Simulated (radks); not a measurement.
Results of a calculation; reference values are marked as such.
Trend from Ni2+ to Pt2+: ionisation energy by Delta-SCF between NIST ground configurations, and size. Level of theory: Dirac Kohn-Sham, PBEsol, spin-unpolarised, spherical densities, finite nucleus; open shells fill j = l - 1/2 first; Fermi nuclear charge, rms radius of each element as measured or else 0.836 A^(1/3) + 0.57 fm (a radial shooting solver on a logarithmic mesh with Libxc functionals).

species  configuration  IE (eV)  NIST (eV)       kind  outermost  <r> outermost (bohr)
Ni2+          [Ar] 3d8   37.307      35.19       exp.      3d5/2                 0.970
Pd2+          [Kr] 4d8   34.076     32.930  semi-emp.      4d5/2                  1.38
Pt2+     [Xe] 4f14 5d8   31.478         29     theory      5d5/2                  1.58

Reference values: NIST Atomic Spectra Database (exp. = measured, semi-emp. = semi-empirical, theory = theoretical value adopted there). Spin polarisation and multiplet splitting are left out, so open shells lie too high by an amount that depends on their filling.

Beside tabulated values, note that spin-unpolarised runs miss the spin-polarisation part of the exchange energy of open shells.
